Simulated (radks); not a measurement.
Values are calculated unless marked as measured or tabulated.
Task: Neutral chromium, [Ar] 3d5 4s1. Code: a radial shooting solver on a logarithmic mesh with Libxc functionals. Model: non-relativistic Kohn-Sham, PBE, spin-polarised, spherical densities, point nucleus. Every spin shell is full or empty, so the densities are truly spherical. Functionals are evaluated on that one density, not self-consistently. Rank these orbital-free kinetic functionals by their error against the exact value of the orbitals, and give that value: Thomas-Fermi, von Weizsacker, TF + vW, TF + vW/9, TF + vW/5, LC94, APBEK, revAPBEK, Perdew 92, Thakkar, Pearson, PG1, DePristo-Kress.

Result: Exact: 1043.36 hartree. From best to worst, with 100 (|E| - |E exact|)/|E exact| (equal figures are ties): LC94 -0.02, DePristo-Kress -0.08, APBEK +0.09, revAPBEK +0.37, Thakkar -0.38, Perdew 92 -0.76, TF + vW/9 -0.77, Pearson -1.36, TF + vW/5 +3.98, Thomas-Fermi -6.70, PG1 +20.64, von Weizsacker -46.58, TF + vW +46.72.
